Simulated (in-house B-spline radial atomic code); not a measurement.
Radial electron density of Co VI (Co5+), [Ar] 3d4. Method: scalar-relativistic (X2C) LDA exchange-only, spin-polarised, spherical fractional occupations, Fermi nucleus of rms radius 3.7875 fm. Calculated with an all-electron radial atomic-structure program (B-spline basis).

One-electron X2C: radii and densities carry no picture-change correction, so inner-shell <1/r> comes out high (for 1s by about 2 % at Z = 33, 5 % at 54, 10 % at 75, 30 % at 118) and <r> low.

Columns: r (bohr), 4πr²n(r) (electrons per bohr), bar.

```
 0.00213   0.8934 #
 0.00254    1.216 #
 0.00303     1.65 ##
 0.00361    2.225 ###
  0.0043    2.981 ####
 0.00513    3.979 #####
 0.00612    5.269 ######
 0.00729    6.896 ########
 0.00869    8.932 ###########
  0.0104    11.48 ##############
  0.0124    14.42 #################
  0.0147    17.67 #####################
  0.0176    21.38 ##########################
  0.0209    24.97 ##############################
   0.025    28.41 ##################################
  0.0298    31.04 #####################################
  0.0355     32.5 #######################################
  0.0423    32.52 #######################################
  0.0505    31.09 #####################################
  0.0602    28.77 ###################################
  0.0718    26.56 ################################
  0.0856    25.67 ###############################
   0.102    26.97 ################################
   0.122    30.42 #####################################
   0.145    34.36 #########################################
   0.173    36.65 ############################################
   0.206     35.2 ##########################################
   0.246    29.63 ####################################
   0.293    22.19 ###########################
    0.35    16.09 ###################
   0.417    13.93 #################
   0.497    15.21 ##################
   0.592    17.17 #####################
   0.706    16.98 ####################
   0.842    13.89 #################
       1    9.366 ###########
     1.2    4.949 ######
    1.43    2.146 ###
     1.7   0.7525 #
    2.03   0.2004 
    2.42  0.04104 
    2.89 0.005943
```

On this grid the curve has 3 maxima, near 0.0423, 0.173, 0.592 bohr.

The 3p up radial function P(r) = rR(r), positive near the nucleus:

```csv
r (bohr),P
0.00213,0.001288
0.00303,0.002464
0.0043,0.004703
0.00612,0.009014
0.00869,0.01711
0.0124,0.03244
0.0176,0.05986
0.025,0.1078
0.0355,0.1865
0.0505,0.3057
0.0718,0.46
0.102,0.6091
0.145,0.6556
0.206,0.4596
0.293,-0.05873
0.417,-0.7477
0.592,-1.198
0.842,-1.108
1.2,-0.6316
1.7,-0.2106
2.42,-0.03318
```
